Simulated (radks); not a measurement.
Species: Sr X. Configuration: [Ar] 3d10 4s1 (the NIST ground configuration). Method: non-relativistic Kohn-Sham, LB94 model potential, spin-polarised, spherical densities, point nucleus; open shells are filled with parallel spins first (spin-orbit coupling, left out, can overturn this in heavy ions); relativity is left out, which matters for an element this heavy; computed with a radial shooting solver on a logarithmic mesh with Libxc functionals.

Radial electron density D(r) = 4 pi r^2 rho(r):

| r (bohr) | D(r) (e/bohr) | spin D(r) |
|---|---|---|
| 0.001703 | 1.219 | 0.00199 |
| 0.001936 | 1.548 | 0.00253 |
| 0.002183 | 1.931 | 0.00315 |
| 0.002481 | 2.438 | 0.00398 |
| 0.00282 | 3.070 | 0.00501 |
| 0.003205 | 3.851 | 0.00627 |
| 0.003642 | 4.812 | 0.00783 |
| 0.00414 | 5.986 | 0.00973 |
| 0.004705 | 7.408 | 0.0120 |
| 0.005348 | 9.114 | 0.0147 |
| 0.006029 | 11.00 | 0.0177 |
| 0.006853 | 13.35 | 0.0214 |
| 0.007788 | 16.07 | 0.0256 |
| 0.008852 | 19.15 | 0.0303 |
| 0.01006 | 22.58 | 0.0353 |
| 0.01143 | 26.30 | 0.0406 |
| 0.013 | 30.21 | 0.0457 |
| 0.01477 | 34.17 | 0.0503 |
| 0.01665 | 37.74 | 0.0538 |
| 0.01893 | 41.19 | 0.0559 |
| 0.02151 | 44.01 | 0.0558 |
| 0.02445 | 45.95 | 0.0528 |
| 0.02779 | 46.82 | 0.0468 |
| 0.03158 | 46.55 | 0.0377 |
| 0.0359 | 45.27 | 0.0266 |
| 0.0408 | 43.29 | 0.0152 |
| 0.046 | 41.28 | 0.00696 |
| 0.05228 | 39.63 | 0.00421 |
| 0.05942 | 39.17 | 0.0114 |
| 0.06753 | 40.41 | 0.0314 |
| 0.07676 | 43.43 | 0.0640 |
| 0.08724 | 47.75 | 0.105 |
| 0.09915 | 52.34 | 0.144 |
| 0.1127 | 55.80 | 0.170 |
| 0.1271 | 56.86 | 0.171 |
| 0.1444 | 54.95 | 0.141 |
| 0.1641 | 50.13 | 0.0904 |
| 0.1865 | 43.74 | 0.0427 |
| 0.212 | 37.80 | 0.0335 |
| 0.241 | 34.20 | 0.0905 |
| 0.2739 | 33.82 | 0.213 |
| 0.3113 | 36.04 | 0.361 |
| 0.3509 | 38.78 | 0.459 |
| 0.3989 | 40.27 | 0.458 |
| 0.4533 | 38.70 | 0.333 |
| 0.5152 | 33.81 | 0.142 |
| 0.5856 | 26.65 | 0.00701 |
| 0.6656 | 18.93 | 0.0479 |
| 0.7564 | 12.20 | 0.303 |
| 0.8597 | 7.303 | 0.687 |
| 0.9694 | 4.385 | 1.01 |
| 1.102 | 2.591 | 1.16 |
| 1.252 | 1.578 | 1.06 |
| 1.423 | 0.9408 | 0.786 |
| 1.617 | 0.5063 | 0.468 |
| 1.838 | 0.2297 | 0.222 |
| 2.089 | 0.08360 | 0.0825 |
| 2.375 | 0.02347 | 0.0233 |
| 2.677 | 0.005454 | 0.00544 |
| 3.043 | 0.0008335 | 0.000833 |

D(r) has 3 maxima, at r = 0.0287, 0.126, 0.402 bohr, and minima at 0.0580, 0.261 bohr, inside which lie 2.07, 11.27 electrons.
